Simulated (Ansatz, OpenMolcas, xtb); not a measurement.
**How methods differ on InPH6 (SMILES [PH3+][InH3-])**

InPH6: 8 atoms, total charge 0, spin state singlet. SMILES: `[PH3+][InH3-]`. Geometry: relaxed at PBE0-D4/def2-TZVP.

Each level gives the vertical ionisation energy (to the doublet cation) (eV). The values are calculated.

```json
{"level": "GFN2-xTB", "kind": "semi-empirical", "program": "xtb", "value (eV)": "13.86", "CPU time (all runs)": "under 2 s"}
{"level": "SVWN5/def2-SVP (core potential)", "kind": "LDA", "program": "OpenMolcas", "value (eV)": "9.50", "CPU time (all runs)": "45 s"}
{"level": "PBE/def2-SVP (core potential)", "kind": "GGA", "program": "OpenMolcas", "value (eV)": "9.41", "CPU time (all runs)": "87 s"}
{"level": "r2SCAN/def2-SVP (core potential)", "kind": "meta-GGA", "program": "OpenMolcas", "value (eV)": "9.54", "CPU time (all runs)": "92 s"}
{"level": "B3LYP/def2-SVP (core potential)", "kind": "global hybrid", "program": "OpenMolcas", "value (eV)": "9.68", "CPU time (all runs)": "62 s"}
{"level": "HSE06/def2-SVP (core potential)", "kind": "range-separated hybrid", "program": "Ansatz", "value (eV)": "9.63", "CPU time (all runs)": "64 s"}
{"level": "B2PLYP/def2-SVP (core potential)", "kind": "double hybrid", "program": "Ansatz", "value (eV)": "9.68", "CPU time (all runs)": "43 s"}
{"level": "MP2/def2-SVP (core potential)", "kind": "perturbation theory", "program": "Ansatz", "value (eV)": "9.72", "CPU time (all runs)": "9.5 s"}
{"level": "CCSD/def2-SVP (core potential)", "kind": "coupled cluster or CI", "program": "Ansatz", "value (eV)": "9.74", "CPU time (all runs)": "37 s"}
```

Spin-orbit coupling is left out. The values span 9.41 to 13.86 eV. The xTB values lack the empirical shift that such differences need. In the correlated wave-function rows the outer d shell of In is correlated, in sets not made for it. CPU times are rough (shared hosts, several kinds of processor and program).
